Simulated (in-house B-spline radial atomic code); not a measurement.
A run on Rb that did not converge. Method: Dirac-Kohn-Sham BP86, spherical fractional occupations, Fermi nucleus of rms radius 4.2036 fm; computed with a B-spline radial code for spherical atoms.

Command:
```bash
python run_scf.py task.json out
```
Settings (nuclear radius in fm, mass in u):
```
Z                37
configuration    [Kr] 5s1
hamiltonian      dirac
method           b88,p86
spin_polarised   False
nucleus          fermi
rms_radius       4.2036
atomic_mass      84.91179
speed_of_light   137.035999084
```

First and last ten iterations of the last attempt (damped for 15 steps, keeping 80 % of the old Fock matrix, then DIIS):
```
 iter        energy (Eh)    residual
    1       -2981.649197    4.36e-01
    2       -2981.906923    1.17e-01
    3       -2982.065082    7.09e-02
    4       -2982.124277    4.31e-02
    5       -2982.146095    2.67e-02
    6       -2982.154101    1.89e-02
    7       -2982.157061    1.36e-02
    8       -2982.158171    9.92e-03
    9       -2982.158600    7.30e-03
   10       -2982.158773    5.42e-03
  111       -2982.158917    1.31e-06
  112       -2982.158917    1.82e-06
  113       -2982.158917    1.45e-06
  114       -2982.158917    4.80e-07
  115       -2982.158917    5.12e-07
  116       -2982.158917    5.66e-07
  117       -2982.158917    4.05e-06
  118       -2982.158917    1.19e-06
  119       -2982.158917    4.16e-06
  120       -2982.158917    5.07e-07
 not converged after 120 iterations
```

The smallest residual met was 4.1e-07; the threshold is about 4e-07. Over the last five steps the energy moves by less than 2e-07 hartree, but the orbitals didn't meet the threshold. Cost of the run: 25 s on 1 thread of Arm Neoverse N1, with other jobs on the host.
